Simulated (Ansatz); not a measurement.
**Molecular dynamics of ClF₂HOZr**

Input file:

```yaml
crystal:
  periodic: [false, false, false]
  atoms:
    - { symbol: Zr, position_ang: [-0.031132, -0.095173, 0.004858] }
    - { symbol: F, position_ang: [0.009376, -0.008507, 1.900892] }
    - { symbol: Cl, position_ang: [2.151823, 0.140723, -0.858055] }
    - { symbol: O, position_ang: [-1.141029, 1.285318, -0.65593] }
    - { symbol: H, position_ang: [-1.701001, 1.982595, -0.998098] }
    - { symbol: F, position_ang: [-0.752037, -1.773156, -0.513167] }
basis:
  gaussian: { orbitals: def2-SVP }
hamiltonian:
  xc: pbe0
  dispersion: d4
md:
  timestep: 0.5
  n_steps: 166
  ensemble: nve
  temperature: 300.0
  initial_velocities: maxwell_boltzmann
  seed: 577987
```

Run as:

```bash
$ ansatz run input.yaml --threads 2 --pin off --max-ram 3072MiB --backend cpu --events-out ev --progress --plain --runs-dir out
```

It starts from a relaxed structure.

Output, in part (step lines, the closing report, with atoms numbered from 0):

```
md step     0: t =     0.00 fs  T =   300.0 K  F+E_penalty+E_count = -21287.43428245 eV  E_kin = 0.155112 eV  conserved = -21287.27917045 eV  (28 SCF iters)
[... lines left out ...]
Total energy: -21287.33744082 eV, -782.2952218747 hartree
Atom 0 at    -0.016532    -0.107893     0.038070 Å, force    -0.430305    -0.880739     0.722995 eV/Å
Atom 1 at    -0.074517    -0.006939     1.984617 Å, force     0.097632    -0.038294    -1.156468 eV/Å
Atom 2 at     2.097864     0.179255    -0.926656 Å, force     0.248048    -0.079584     0.069300 eV/Å
Atom 3 at    -0.995477     1.303461    -0.723273 Å, force    -0.357965     0.048888    -0.003528 eV/Å
Atom 4 at    -1.619453     1.838461    -1.216351 Å, force     0.053015     0.062283     0.021364 eV/Å
Atom 5 at    -0.764462    -1.793178    -0.560064 Å, force     0.389575     0.887446     0.346337 eV/Å
Dipole moment:    -0.383890     0.374830    -0.215435 e Å
```

The steps, from the saved trajectory:

| time (fs) | T (K) | potential energy less start (eV) | conserved less start (meV/atom) |
| --- | --- | --- | --- |
| 0 | 300 | 0.000 | 0.00 |
| 2.5 | 269 | 0.016 | 0.05 |
| 5 | 242 | 0.030 | 0.02 |
| 7.5 | 192 | 0.056 | 0.03 |
| 10 | 144 | 0.081 | 0.05 |
| 12.5 | 147 | 0.079 | 0.01 |
| 15 | 149 | 0.078 | 0.05 |
| 17.5 | 186 | 0.059 | 0.02 |
| 20 | 213 | 0.045 | 0.02 |
| 22.5 | 213 | 0.045 | 0.05 |
| 25 | 208 | 0.048 | 0.00 |
| 27.5 | 156 | 0.075 | 0.05 |
| 30 | 120 | 0.093 | 0.02 |
| 32.5 | 85 | 0.111 | 0.02 |
| 35 | 61 | 0.124 | 0.06 |
| 37.5 | 84 | 0.112 | 0.01 |
| 40 | 97 | 0.105 | 0.05 |
| 42.5 | 133 | 0.086 | 0.03 |
| 45 | 158 | 0.074 | 0.02 |
| 47.5 | 157 | 0.074 | 0.05 |
| 50 | 157 | 0.074 | 0.00 |
| 52.5 | 115 | 0.096 | 0.05 |
| 55 | 90 | 0.109 | 0.03 |
| 57.5 | 67 | 0.121 | 0.02 |
| 60 | 47 | 0.131 | 0.06 |
| 62.5 | 75 | 0.116 | 0.01 |
| 65 | 89 | 0.109 | 0.05 |
| 67.5 | 118 | 0.094 | 0.03 |
| 70 | 138 | 0.084 | 0.02 |
| 72.5 | 128 | 0.089 | 0.05 |
| 75 | 133 | 0.086 | 0.01 |
| 77.5 | 111 | 0.098 | 0.04 |
| 80 | 106 | 0.101 | 0.03 |
| 82.5 | 110 | 0.098 | 0.01 |

The run went to its last step. The conserved energy stayed within 0.06 meV per atom of its start (net change 0.009 meV per atom), so the integration is sound. A run of 0.083 ps of so small a system gives no equilibrium averages.

The same pairs are bonded in the first frame and the last. Pairs count as bonded within 1.25 times the sum of covalent radii (0.12 Å more for H–H).

Last frame:

```xyz
6
Properties=species:S:1:pos:R:3
Zr -0.017 -0.108 0.038
F -0.074 -0.007 1.985
Cl 2.098 0.179 -0.927
O -0.996 1.304 -0.723
H -1.619 1.839 -1.216
F -0.764 -1.793 -0.560
```

Run time: 7.9 min on 2 threads of Intel(R) Xeon(R) Platinum 8259CL CPU @ 2.50GHz (Skylake/Cascade Lake), on a shared host, peak memory 0.23 GiB.
